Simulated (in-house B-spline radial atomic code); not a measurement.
**Binding energies in the arsenic ion As²⁺**

NIST's tabulated ground configuration is [Ar] 3d10 4s2 4p1; each binding energy is the energy of the ion with one electron taken from that subshell, relaxed, less that of the parent. All numbers are computed (Dirac-Hartree-Fock, average of configuration; Fermi nucleus of rms radius 4.0968 fm) with a B-spline radial code for spherical atoms, not measured. Energies include first-order Breit, QED and recoil terms.

```
subshell  X-ray name  binding energy (eV)  -ε (eV)  relaxation (eV)
      1s           K              11898.9  11973.4             49.7
      2s          L1               1568.1   1594.7             24.4
      3s          M1                240.5    247.0              6.2
   3d3/2          M4                72.55    78.41             5.85
   3d5/2          M5                71.87    77.61             5.78
      4s          N1                37.12    37.54             0.40
      4p        N2,3                27.36    27.58             0.21
```

Relaxation = -ε minus the binding energy without Breit, QED and recoil terms.

Q: What does it cost to remove both a 2s and a 4p electron?

A: 1609.6 eV, which is 14.12 eV more than the two single binding energies together.

Q: What does it cost to remove both a 2s and a 3d5/2 electron?

A: 1671 eV, which is 31.07 eV more than the two single binding energies together.

Q: What does it cost to remove two 1s electrons?

A: 24279 eV, which is 481 eV more than the two single binding energies together.
